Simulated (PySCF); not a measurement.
**`S1C(C(C)=O)=CC(N)=C1`, C6H7NOS**

Cartesian coordinates in Å; atom numbers follow the order of the lines, from 1:
```xyz
16

C     2.6917   -0.1454    0.3926
C     1.8252   -0.7089   -0.7113
O     2.2828   -1.3399   -1.6406
C     0.3975   -0.4463   -0.5916
C    -0.3051    0.2382    0.3692
C    -1.6956    0.2722    0.1220
N    -2.6119    0.8330    0.9932
C    -2.0190   -0.3914   -1.0361
S    -0.6560   -1.0674   -1.8218
H     3.7300   -0.4018    0.2004
H     2.5868    0.9365    0.4330
H     2.3862   -0.5613    1.3499
H     0.1462    0.7034    1.2273
H    -3.5165    1.0293    0.5947
H    -2.2546    1.5810    1.5666
H    -2.9954   -0.5221   -1.4587
```

Computed with TDDFT PBE0/def2-SVPD excited states, vertical, gas phase (PySCF). Geometry: GFN2-xTB.

(1) How strongly do the lowest singlets absorb one photon, and two photons of half the energy?

## Answers

(1) δ for parallel linear polarisation; σ at the peak of a Lorentzian of half width 0.1 eV, single beam; Ω is circular over linear.
| state | E (eV) | f | photon λ (nm) | δ (au) | σ (GM) | Ω | main |
| --- | --- | --- | --- | --- | --- | --- | --- |
| S1 | 3.68 | 0.078 | 673 | 388 | 1.93 | 1.00 | HOMO→LUMO 0.98 |
| S2 | 3.81 | 0.000 | 650 | <0.1 | 0.00 | – | HOMO−2→LUMO 0.96 |
| S3 | 5.01 | 0.171 | 495 | 41.5 | 0.38 | 1.05 | HOMO−1→LUMO 0.94 |
| S4 | 5.22 | 0.004 | 475 | 11.8 | 0.12 | 1.34 | HOMO→LUMO+1 0.95 |
| S5 | 5.74 | 0.006 | 432 | 9.54 | 0.12 | 1.46 | HOMO→LUMO+2 0.45, HOMO→LUMO+3 0.29 |

Among these, the strongest one-photon state is S3, the strongest two-photon state S1, with a dipole change of 5.1 D (relaxed, norm of the difference vector).
